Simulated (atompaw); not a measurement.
## Before and after: PAW (atompaw) potential for H

hydrogen, PAW, made with atompaw 4.2.0.5 (PBE, scalar-relativistic). Core none, reference 1s1. Waves: 1s (bound): rc 1.45 bohr; 1s channel at 0.7 Ry: rc 1.45 bohr; 2p channel at 0.15 Ry: rc 1.45 bohr; 2p channel at 1.35 Ry: rc 1.45 bohr. Local part: ultrasoft scheme with l = 2 at 0.5 Ry, radius 1.45 bohr. Core correction: none. Augmentation charge: sinc compensation charge, radius 1.10 bohr; PAW radius 1.45 bohr; waves and projectors: custom polynom2 7 10 vanderbiltortho.

Change: augmentation sinc compensation charge, radius 1.10 bohr; PAW radius 1.45 bohr; waves and projectors: custom rrkj gramschmidtortho.

Cutoffs: the cutoffs (Ry, on a coarse ladder) from which the occupation-weighted sum of valence levels, in a spherical-Bessel basis at the reference potential, stays within 10 and 1 mRy of its value at 400 Ry; they do not see the model core or the augmentation charge, which bear on the density cutoff.

Task: What does the change do?

Result: The potential gets harder (10 Ry and 15 Ry → 12 Ry and 18 Ry); neither file shows a bound ghost.

```tsv
quantity	base	changed
cutoff, loose	10 Ry	12 Ry
cutoff, tight	15 Ry	18 Ry
bound ghosts	none	none
s: phases at 1.45 bohr within 0.05 rad from the reference energy up to (Ry; the scan ends near 5)	to the end of the scan	to the end of the scan
p: phases at 1.45 bohr within 0.05 rad from the reference energy up to (Ry; the scan ends near 5)	to the end of the scan	to the end of the scan
lowest overlap eigenvalue by channel	s 0.98, p 1.00	s 0.98, p 0.99
```

 The cutoffs see the waves, projectors and local potential, not the compensation charge or the core.
